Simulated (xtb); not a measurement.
xtb job for C₃H₅, SMILES [CH2]C=C, multiplicity 2, GFN2-xTB. 

```
$ xtb mol.xyz --gfn 2 --ohess tight --chrg 0 --uhf 1 --json
$ cat mol.xyz
8

C     -0.69380000     0.44090000    -0.88620000
C      0.03650000    -0.42100000    -0.22090000
C      0.67160000    -0.14340000     1.01050000
H     -1.14160000     0.20160000    -1.79310000
H     -0.89970000     1.45160000    -0.47510000
H      0.28720000    -1.38940000    -0.64820000
H      1.26280000    -0.86850000     1.52790000
H      0.52150000     0.78230000     1.51230000
```

Output:

```
[...]
         :::::::::::::::::::::::::::::::::::::::::::::::::::::
         :: total energy              -8.869663371628 Eh    ::
         :: gradient norm              0.000097598977 Eh/a0 ::
         :: HOMO-LUMO gap              4.269213163630 eV    ::
         ::.................................................::
         :: SCC energy                -9.037817029984 Eh    ::
         :: -> isotropic ES            0.001545249803 Eh    ::
         :: -> anisotropic ES          0.002111500373 Eh    ::
         :: -> anisotropic XC          0.009779588963 Eh    ::
         :: -> dispersion             -0.002831609889 Eh    ::
         :: repulsion energy           0.168153658356 Eh    ::
         :: add. restraining           0.000000000000 Eh    ::
         :: total charge               0.000000000000 e     ::
         :::::::::::::::::::::::::::::::::::::::::::::::::::::

           -------------------------------------------------
          |                Numerical Hessian                |
           -------------------------------------------------
step length          :   0.00500
SCC accuracy         :   0.30000
Hessian scale factor :   1.00000
frozen atoms in %    :   0.00000    0
RMS gradient         :   0.00010
estimated CPU  time      0.00 min

writing file <hessian>.

 projected vibrational frequencies (cm⁻¹)
eigval :       -0.00    -0.00     0.00     0.00     0.00     0.00
eigval :      426.43   511.88   513.36   761.69   780.65   909.59
eigval :      992.50  1033.87  1264.07  1270.90  1373.08  1467.18
eigval :     1488.99  3047.32  3112.03  3115.97  3149.12  3156.52
           -------------------------------------------------
          |                Property Printout                |
           -------------------------------------------------

    * Orbital Energies and Occupations

         #    Occupation            Energy/Eh            Energy/eV
      -------------------------------------------------------------
         1        2.0000           -0.6194947             -16.8573
         2        2.0000           -0.5823629             -15.8469
         3        2.0000           -0.5416486             -14.7390
         4        2.0000           -0.5087909             -13.8449
         5        2.0000           -0.4806840             -13.0801
         6        2.0000           -0.4494827             -12.2310
         7        2.0000           -0.4372720             -11.8988
         8        2.0000           -0.4342945             -11.8178
         9        1.0000           -0.3252499              -8.8505 (HOMO)
        10                         -0.1683592              -4.5813 (LUMO)
        11                          0.1278596               3.4792
        12                          0.1431921               3.8965
        13                          0.1851788               5.0390
        14                          0.2768924               7.5346
        15                          0.2977016               8.1009
        16                          0.5158853              14.0380
        17                          0.5555251              15.1166
      -------------------------------------------------------------
                  HL-Gap            0.1568907 Eh            4.2692 eV
             Fermi-level           -0.3132884 Eh           -8.5250 eV

     #   Z          covCN         q      C6AA      α(0)
     1   6 C        2.844    -0.089    30.234     9.011
     2   6 C        2.886    -0.015    28.393     8.736
     3   6 C        2.844    -0.089    30.234     9.012
     4   1 H        0.926     0.038     2.471     2.458
     5   1 H        0.926     0.042     2.428     2.437
     6   1 H        0.925     0.034     2.524     2.484
     7   1 H        0.926     0.038     2.471     2.458
     8   1 H        0.926     0.042     2.428     2.437

 Mol. C6AA /au·bohr⁶  :        584.077948
 Mol. C8AA /au·bohr⁸  :      13238.811032
 Mol. α(0) /au        :         39.033002


Wiberg/Mayer (AO) data.
largest (>0.10) Wiberg bond orders for each atom

 ---------------------------------------------------------------------------
     #   Z sym  total        # sym  WBO       # sym  WBO       # sym  WBO
 ---------------------------------------------------------------------------
     1   6 C    3.741 --     2 C    1.513     4 H    0.983     5 H    0.979
                             3 C    0.252
     2   6 C    3.994 --     1 C    1.513     3 C    1.513     6 H    0.965
     3   6 C    3.741 --     2 C    1.513     7 H    0.983     8 H    0.979
                             1 C    0.252
     4   1 H    0.999 --     1 C    0.983
     5   1 H    0.998 --     1 C    0.979
     6   1 H    0.999 --     2 C    0.965
     7   1 H    0.999 --     3 C    0.983
     8   1 H    0.998 --     3 C    0.979
 ---------------------------------------------------------------------------

Topologies differ in total number of bonds
Writing topology from bond orders to xtbtopo.mol

molecular dipole:
                 x           y           z       tot (Debye)
 q only:        0.001      -0.003      -0.001
   full:        0.001      -0.005      -0.002       0.014
molecular quadrupole (traceless):
                xx          xy          yy          xz          yz          zz
 q only:       -0.366      -0.341       0.221       0.449       0.185       0.145
  q+dip:       -1.554      -1.379       1.084       1.680       0.894       0.470
   full:       -0.836      -0.724       0.619       0.847       0.508       0.217

           -------------------------------------------------
          |                Geometry Summary                 |
           -------------------------------------------------

      molecular mass/u    :       41.0719115
   center of mass at/Å    :        0.0123573      -0.0296696      -0.0133852
  moments of inertia/u·Å² :        0.9159838E+01   0.4781447E+02   0.5697431E+02
rotational constants/cm⁻¹ :        0.1840385E+01   0.3525634E+00   0.2958813E+00

 * 7 selected distances

     #   Z          #   Z                                           value/Å
     1   6 C        2   6 C                                       1.3721499
     2   6 C        3   6 C                                       1.3722208 (max)
     1   6 C        4   1 H                                       1.0743985
     1   6 C        5   1 H                                       1.0759613
     2   6 C        6   1 H                                       1.0834492
     3   6 C        7   1 H                                       1.0743592 (min)
     3   6 C        8   1 H                                       1.0759981

 * 2 distinct bonds (by element types)

   Z      Z             #   av. dist./Å        max./Å        min./Å
   1 H    6 C           5     1.0768332     1.0834492     1.0743592
   6 C    6 C           2     1.3721853     1.3722208     1.3721499

           -------------------------------------------------
          |               Frequency Printout                |
           -------------------------------------------------
 projected vibrational frequencies (cm⁻¹)
eigval :       -0.00    -0.00     0.00     0.00     0.00     0.00
Molecule has the following symmetry elements: (C2) 2*(sigma)
It seems to be the C2v point group
eigval :      426.43   511.88   513.36   761.69   780.65   909.59
eigval :      992.50  1033.87  1264.07  1270.90  1373.08  1467.18
eigval :     1488.99  3047.32  3112.03  3115.97  3149.12  3156.52
 reduced masses (amu)
   1:  9.57   2:  9.59   3: 10.30   4:  9.33   5:  9.77   6:  6.00   7:  6.79   8:  4.28
   9:  1.08  10:  4.96  11:  3.81  12:  2.67  13:  2.16  14:  5.73  15:  3.45  16:  7.24
  17:  3.25  18:  5.25  19:  9.00  20:  1.80  21:  1.48  22:  1.50  23:  2.09  24:  2.10
 IR intensities (km·mol⁻¹)
   1:  0.00   2:  0.00   3:  0.00   4:  0.00   5:  0.00   6:  0.00   7:  0.25   8:  3.51
   9:  0.03  10: 45.23  11:  0.02  12:  0.07  13: 14.23  14:  0.75  15:  0.01  16:  0.09
  17:  0.45  18:  0.03  19:  1.18  20: 35.86  21:  7.01  22: 23.76  23: 17.86  24: 56.55
 Raman intensities (Ä⁴*amu⁻¹)
   1:  0.00   2:  0.00   3:  0.00   4:  0.00   5:  0.00   6:  0.00   7:  0.00   8:  0.00
   9:  0.00  10:  0.00  11:  0.00  12:  0.00  13:  0.00  14:  0.00  15:  0.00  16:  0.00
  17:  0.00  18:  0.00  19:  0.00  20:  0.00  21:  0.00  22:  0.00  23:  0.00  24:  0.00
 output can be read by thermo (or use thermo option).
 writing <g98.out> molden fake output.
 recommended (thermochemical) frequency scaling factor: 1.0
           -------------------------------------------------
          |             Thermodynamic Functions             |
           -------------------------------------------------

c2v symmetry found (for desy threshold:  0.10E+00) used in thermo

          ...................................................
          :                      SETUP                      :
          :.................................................:
          :  # frequencies                          18      :
          :  # imaginary freq.                       0      :
          :  linear?                             false      :
          :  only rotor calc.                    false      :
          :  symmetry                              c2v      :
          :  rotational number                       2      :
          :  scaling factor                  1.0000000      :
          :  rotor cutoff                   50.0000000 cm⁻¹ :
          :  imag. cutoff                  -20.0000000 cm⁻¹ :
          :.................................................:

    mode    ω/cm⁻¹     T·S(HO)/kcal·mol⁻¹    T·S(FR)/kcal·mol⁻¹   T·S(vib)
   ------------------------------------------------------------------------
   ------------------------------------------------------------------------

   temp. (K)  partition function   enthalpy   heat capacity  entropy
                                   cal/mol     cal/K/mol   cal/K/mol   J/K/mol
 298.15  VIB   1.49                  662.487      7.078      3.011
         ROT  0.603E+04              888.752      2.981     20.280
         INT  0.897E+04             1551.240     10.059     23.291
         TR   0.255E+27             1481.254      4.968     37.049
         TOT                        3032.4937    15.0271    60.3397   252.4613

       T/K    H(0)-H(T)+PV         H(T)/Eh          T*S/Eh         G(T)/Eh
   ------------------------------------------------------------------------
    298.15    0.483259E-02    0.694760E-01    0.286693E-01    0.408066E-01
   ------------------------------------------------------------------------

         :::::::::::::::::::::::::::::::::::::::::::::::::::::
         ::                  THERMODYNAMIC                  ::
         :::::::::::::::::::::::::::::::::::::::::::::::::::::
         :: total free energy          -8.828856736561 Eh   ::
         ::.................................................::
         :: total energy               -8.869663371628 Eh   ::
         :: zero point energy           0.064643381589 Eh   ::
         :: G(RRHO) w/o ZPVE           -0.023836746522 Eh   ::
         :: G(RRHO) contrib.            0.040806635066 Eh   ::
         :::::::::::::::::::::::::::::::::::::::::::::::::::::

optimized geometry written to: xtbopt.xyz


           -------------------------------------------------
          | TOTAL ENERGY               -8.869663371628 Eh   |
Note: The following floating-point exceptions are signalling: IEEE_UNDERFLOW_FLAG IEEE_DENORMAL
normal termination of xtb
          | TOTAL ENTHALPY             -8.800187403768 Eh   |
          | TOTAL FREE ENERGY          -8.828856736561 Eh   |
          | GRADIENT NORM               0.000097587711 Eh/α |
          | HOMO-LUMO GAP               4.269213225799 eV   |
           -------------------------------------------------

------------------------------------------------------------------------
------------------------------------------------------------------------
 total:
 SCF:
 ANC optimizer:
 analytical hessian:
```

Self-consistency was reached.
